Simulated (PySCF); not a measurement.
## Electronic structure of Be+ (beryllium, charge +1) at the UHF level

Configuration: [He] 2s1, 2S determinant. Calculation: PySCF 2.14, in x2c-SVPall; the spin-free X2C one-electron Hamiltonian (Gaussian nucleus).

| Property | Result |
| --- | --- |
| Total energy | -14.263328 hartree |
| One-electron energy | -17.5713 hartree |
| Hartree (Coulomb) energy | 5.8026 hartree |
| Exchange energy | -2.4946 hartree |
| ⟨S²⟩ | 0.7500 |
| ⟨L²⟩ | 0.000 |
| Sum of ⟨r⟩ | 3.172 bohr |
| Sum of ⟨r²⟩ | 6.843 bohr² |
| Langevin diamagnetic susceptibility | -5.42 ×10⁻⁶ cm³/mol |
| Time after the integrals | 0.03 s of wall time on 1 thread of Neoverse-V1 (shared host) |

| shell | electrons | mean orbital energy (hartree) | rms radius, mean of both spins (bohr) |
| --- | --- | --- | --- |
| 1s α | 1 | -5.16860 | 0.483 |
| 1s β | 1 | -5.13045 | 0.483 |
| 2s α | 1 | -0.65627 | 2.53 |
